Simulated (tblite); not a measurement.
Species: C5H11NOSi.
SMILES with atom numbers: `[CH2:1]=[C:2]([CH2:3][NH:4][CH:5]=[O:6])[SiH2:7][CH3:8]` (hydrogens: H9, H10 on C1; H11, H12 on C3; H13 on N4; H14 on C5; H15, H16 on Si7; H17, H18, H19 on C8)

Geometry (GFN2-xTB, Å), atoms numbered from 1 in this order:
```
atom  x, y, z in Å
C1     0.0633   -2.4246   -0.6363
C2     0.1262   -1.2730    0.0185
C3    -1.1347   -0.6738    0.5871
N4    -1.6286    0.3905   -0.2669
C5    -1.8317    1.6444    0.1665
O6    -1.6405    2.0393    1.2900
Si7    1.7505   -0.3285    0.2845
C8     1.5747    1.4911   -0.2194
H9    -0.8609   -2.9728   -0.7585
H10    0.9380   -2.8781   -1.0709
H11   -0.9513   -0.2224    1.5645
H12   -1.9130   -1.4409    0.6879
H13   -1.7983    0.1550   -1.2317
H14   -2.2081    2.3028   -0.6405
H15    2.7791   -0.9856   -0.5330
H16    2.0954   -0.4275    1.7088
H17    1.2574    1.5994   -1.2536
H18    2.5225    2.0102   -0.1112
H19    0.8502    2.0035    0.4067
```

Computed with GFN2-xTB (tblite): harmonic, unscaled wavenumbers at the GFN2-xTB geometry, gas phase. This tight-binding method is rough: wavenumbers can miss measured ones by several per cent, in bad cases by 10 to 20. Modes of hydrogen on silicon can be 10 to 20 % off. One conformer, not necessarily the lowest.

Harmonic wavenumbers (cm⁻¹): 26.5, 38.9, 64.8, 129.0, 173.5, 189.6, 230.3, 245.9, 311.6, 378.0, 460.1, 497.3, 522.8, 589.4, 629.1, 689.9, 715.6, 719.3, 761.4, 775.8, 832.7, 843.3, 918.0, 921.8, 950.2, 993.4, 1026.5, 1153.4, 1193.1, 1228.2, 1304.8, 1373.3, 1379.4, 1417.4, 1423.7, 1457.9, 1483.2, 1490.1, 1677.4, 1768.2, 2209.6, 2217.7, 2757.3, 2901.8, 2984.7, 3026.6, 3043.0, 3049.3, 3052.5, 3114.0, 3458.4.

A = 2159, B = 1273, C = 904.7 MHz; mass 129.061 u (most abundant isotopes); point group C1, symmetry number 1.

Task: What is the zero-point energy?

Result: ½Σν̃ = 32400 cm⁻¹ = 92.64 kcal/mol.

Task: What is S at 400 K and 1 bar for an ideal gas of classical rigid rotors and harmonic oscillators?

Result: Translation 41.96, rotation 30.12, vibration 45.82: S = 117.9 cal/(mol K).

Task: And Cp and H(400 K) − H(0)?

Result: Cp = 50.51 cal/(mol K), of which vibrations give 42.56 (their classical limit is 51 R = 101.3); H(400 K) − H(0) = 12.13 kcal/mol without the zero-point energy, 8.95 from vibrations.

Task: How do the functions run with temperature in this model?

Result: 
```json
{"T (K)": "100", "S (cal/(mol K))": "73.3", "Cp (cal/(mol K))": "20.2", "H − H(0) (kcal/mol)": "1.44", "G − H(0) (kcal/mol)": "-5.89", "ln q(vib)": "2.91"}
{"T (K)": "200", "S (cal/(mol K))": "90.4", "Cp (cal/(mol K))": "30.4", "H − H(0) (kcal/mol)": "3.97", "G − H(0) (kcal/mol)": "-14.12", "ln q(vib)": "6.02"}
{"T (K)": "300", "S (cal/(mol K))": "104.8", "Cp (cal/(mol K))": "41.0", "H − H(0) (kcal/mol)": "7.54", "G − H(0) (kcal/mol)": "-23.89", "ln q(vib)": "8.95"}
{"T (K)": "500", "S (cal/(mol K))": "130.1", "Cp (cal/(mol K))": "58.6", "H − H(0) (kcal/mol)": "17.59", "G − H(0) (kcal/mol)": "-47.44", "ln q(vib)": "14.58"}
{"T (K)": "800", "S (cal/(mol K))": "161.6", "Cp (cal/(mol K))": "75.5", "H − H(0) (kcal/mol)": "37.93", "G − H(0) (kcal/mol)": "-91.36", "ln q(vib)": "22.42"}
{"T (K)": "1000", "S (cal/(mol K))": "179.3", "Cp (cal/(mol K))": "83.0", "H − H(0) (kcal/mol)": "53.82", "G − H(0) (kcal/mol)": "-125.49", "ln q(vib)": "27.21"}
```

q(vib) and H(0) count from the zero-point level.

Task: Blend soft modes into free rotors: weight 1/[1 + (100 cm⁻¹/ν̃)⁴] for the oscillator and the rest for a rotor with moment μB/(μ + B), μ = h/(8π²ν), B = 10⁻⁴⁴ kg m². What vibrational entropy results?

Result: 40.53 cal/(mol K) in place of 45.82, which changes −T·S at 400 K by +2.11 kcal/mol.

Task: What must be added to the electronic energy to get the Gibbs energy at 400 K and 1 bar?

Result: ZPE + [H(400 K) − H(0)] − T·S = 92.64 + 12.13 − 47.16 = 57.61 kcal/mol.

Hindered rotation and anharmonicity are outside this model. Other conformers, if any are populated, would add a mixing term that is left out. The structure is chiral; the term R ln 2 for an equal mix with its mirror image is left out.

Time: 1.3 s. Hardware: an Arm Neoverse N1 with one thread, on a shared host. This covers the Hessian and the dipole derivatives.
